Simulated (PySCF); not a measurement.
# EPR parameters of C7H6FSi

Compound: C7H6FSi (doublet state).
Cartesian coordinates in Å at the GFN2-xTB level; atoms count from 1:
```xyz
15
C7H6FSi angstrom
C      4.8846   -1.0253   -0.8537
C      4.1138   -1.0363    0.2001
C      2.7348   -0.7358    0.0931
C      1.5710   -0.4626   -0.1170
C      0.2581   -0.1711   -0.2658
C     -0.9100    0.0965   -0.4289
C     -2.3015    0.4098   -0.5974
Si    -3.3271    0.0926    0.9816
F     -4.8296    0.5338    0.5921
H      4.7713   -0.8328   -1.8964
H      4.4808   -1.2730    1.1927
H     -2.3962    1.4601   -0.8917
H     -2.7036   -0.1913   -1.4193
H     -3.4105   -1.3217    1.3067
H     -2.9403    0.9595    2.0822
```

The hyperfine couplings belong to this conformer and change with its torsions.

Identity: `[H]/[C]=C\C#CC#CC[SiH2]F` [radical].

Method: PySCF 2.14.0, UKS B3LYP, pcH-1 on C F H Si, non-relativistic, mean-field spin-orbit, GIAO. One conformer (not necessarily the lowest) at the GFN2-xTB geometry, without solvent, vibrations or thermal averaging. A GFN2-xTB geometry isn't a minimum of the functional, and hyperfine couplings can be far from their values at a DFT geometry. No stability test was run, so a lower SCF solution isn't excluded.

```
g1, g2, g3                      : 2.00168, 2.00228, 2.00272
g_iso                           : 2.00223
Form of g                       : rhombic: the two nearest values differ by 42 % of g3 − g1
⟨S²⟩                            : 0.7647 (exact 0.7500)
α and β electrons               : 36, 35
HOMO–LUMO gap, α and β orbitals : 4.93, 3.74 eV
```

Isotropic coupling and dipolar principal values T1 to T3, in MHz:

| atom | isotope | a_iso | of which spin–orbit | T1 | T2 | T3 | Mulliken spin population |
| --- | --- | --- | --- | --- | --- | --- | --- |
| C1 | 13C | 332.9 | -0.1 | -86.2 | -57.9 | 144.1 | 1.07 |
| C2 | 13C | 4.0 | 0.0 | -20.6 | 3.6 | 17.0 | -0.15 |
| C3 | 13C | 114.2 | 0.0 | -7.5 | 0.3 | 7.2 | 0.06 |
| C4 | 13C | 5.3 | 0.0 | -10.3 | 2.4 | 7.9 | -0.02 |
| C5 | 13C | 2.7 | 0.0 | -1.2 | -0.3 | 1.5 | 0.01 |
| C6 | 13C | -1.0 | 0.0 | -5.3 | 1.3 | 4.0 | -0.01 |
| C7 | 13C | 0.5 | 0.0 | -0.2 | 0.0 | 0.1 | 0.00 |
| Si8 | 29Si | -1.8 | 0.0 | -0.2 | 0.1 | 0.1 | 0.00 |
| F9 | 19F | 0.6 | 0.0 | -0.4 | -0.3 | 0.7 | 0.00 |
| H10 | 1H | 45.6 | 0.0 | -32.9 | -9.7 | 42.6 | 0.01 |
| H11 | 1H | 95.3 | 0.0 | -6.8 | -5.6 | 12.4 | 0.04 |
| H12 | 1H | -3.2 | 0.0 | -0.2 | -0.1 | 0.2 | 0.00 |
| H13 | 1H | -1.4 | 0.0 | -0.2 | -0.1 | 0.2 | 0.00 |
| H14 | 1H | 0.0 | 0.0 | -0.1 | -0.1 | 0.2 | 0.00 |
| H15 | 1H | 0.0 | 0.0 | -0.1 | -0.1 | 0.2 | 0.00 |

The largest Mulliken spin populations are on C1 (+1.07), C2 (-0.15) and C3 (+0.06). C1 is the only atom above +0.15. The positive populations add up to 1.19 and the negative ones to -0.19, together 2S = 1.

Axes: g1 points within 4° of the C1–H10 bond.

Under fast tumbling the dipolar parts average out, and these isotropic splittings remain: 1 × 1H (H11, I = 1/2, 2 lines) with 3.40 mT, 1 × 1H (H10, I = 1/2, 2 lines) with 1.63 mT and 2 × 1H (H12/H13, I = 1/2, 3 lines) with 0.08 mT.

Means are taken over nuclei equivalent by connectivity, which assumes that they swap fast.

The 13C coupling of C1 (332.9 MHz) shows only in satellite lines or after enrichment, since that isotope makes up about 1.07 % of natural carbon.

The run took 2.0 min (with the writing of density and orbital grids) on an Arm Neoverse V1 with one thread, no GPU, shared host with 32 logical CPUs at a one-minute load of 27, and the process peaked at 1.1 GiB of memory.
